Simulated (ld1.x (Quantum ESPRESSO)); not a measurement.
# germanium (Ge), PAW: configuration errors across variants

ld1.x (Quantum ESPRESSO) 7.5 input, shortened:

```
&input
   title='Ge', zed=32., rel=2, dft='PBE', iswitch=3,
   config='[Ar] 3d10 4s2 4p0.5', rel_dist='average'
 /
 &inputp
   pseudotype=3, lpaw=.true., tm=.true., lloc=-1, rcloc=1.05,
   nlcc=.false.,
   which_augfun='BESSEL', rmatch_augfun=0.65
 /
6
3S  1  0   2.00   0.00  0.85  1.00  0.0
4S  2  0   2.00   0.00  0.85  1.00  0.0
3P  2  1   6.00   0.00  0.90  1.05  0.0
4P  3  1   0.50   0.00  0.90  1.05  0.0
3D  3  2  10.00   0.00  0.70  0.90  0.0
3D  3  2   0.00  -1.60  0.70  0.90  0.0
 &test
   configts(1)='3s2 3p6 3d10 4s2 4p0.5'
 /
```

Open shells are filled in proportion to 2j + 1 (rel_dist='average').

All-electron excitation energies from the reference (eV): (1) 3s2 3p6 3d10 4s2 4p2 -14.096; (2) 3s2 3p6 3d10 4s2 4p1 -6.650; (3) 3s2 3p6 3d10 4s2 4p0 8.792; (4) 3s2 3p6 3d10 4s0 4p4 2.093; (5) 3s2 3p6 3d10 4s2 4p1.5 -11.293; (6) 3s2 3p6 3d9 4s2 4p2 24.586; (7) 3s2 3p6 3d10 4s1 4p2 2.063.

The default core radius of the base comes out at 0.28 bohr.

1 further variants failed, have other tests or too few solved ones, and are left out.

The file “type TM; waves now 3p (bound): rc 1.05 bohr; 3d (bound): rc 0.90 bohr; 3s (bound): rc 1.00 bohr; local potential the s channel; core correction none” misses its own reference levels by 2.3 eV.

Errors AE − PS in meV (a dash: test not solved or not reliable):

```tsv
change	(1)	(2)	(3)	(4)	(5)	(6)	(7)	bound ghosts
base	+0.1	+0.1	0.0	+1.8	0.0	+1.3	+0.5	not determined
waves 3p (bound): rcut 0.90, rcutus 1.02 bohr; 4p (bound): rcut 0.90, rcutus 1.02 bohr	-0.1	0.0	+0.1	+0.3	-0.1	-1.9	+0.1	not determined
wave 3d channel at -1.6 Ry: rcut 0.70, rcutus 0.90 bohr becomes 3d channel at -1.73 Ry: rcut 0.70, rcutus 0.90 bohr	+0.2	+0.1	+0.1	+1.9	+0.1	+1.2	+0.6	not determined
waves 3s (bound): rcut 0.66, rcutus 0.70 bohr; 4s (bound): rcut 0.66, rcutus 0.70 bohr	+0.2	0.0	+0.1	+1.8	+0.1	+4.9	+0.6	not determined
local potential all-electron potential smoothed inside 0.56 bohr (lloc = -1)	+0.4	+0.1	+0.2	+1.9	+0.2	+16	+0.6	not determined
core correction a·sin(br)/r model core inside 0.42 bohr	+0.1	+0.1	+0.1	+1.9	0.0	+1.7	+0.6	not determined
type TM; waves now 3p (bound): rc 1.05 bohr; 3d (bound): rc 0.90 bohr; 3s (bound): rc 1.00 bohr; local potential the s channel; core correction none	+464	+211	-277	-2892	+364	+1100	-1543	not determined
local potential all-electron potential smoothed inside 0.80 bohr (lloc = -1)	+0.8	+0.2	+0.2	+6.0	+0.5	+28	+1.6	not determined
```

**Question.** Give the same row for: waves 3d (bound): rcut 0.70, rcutus 1.04 bohr; 3d channel at -1.6 Ry: rcut 0.70, rcutus 1.04 bohr.

**Answer.** 0.0, 0.0, +0.1, +1.0, -0.1, +4.2, +0.2; bound ghosts: not determined.
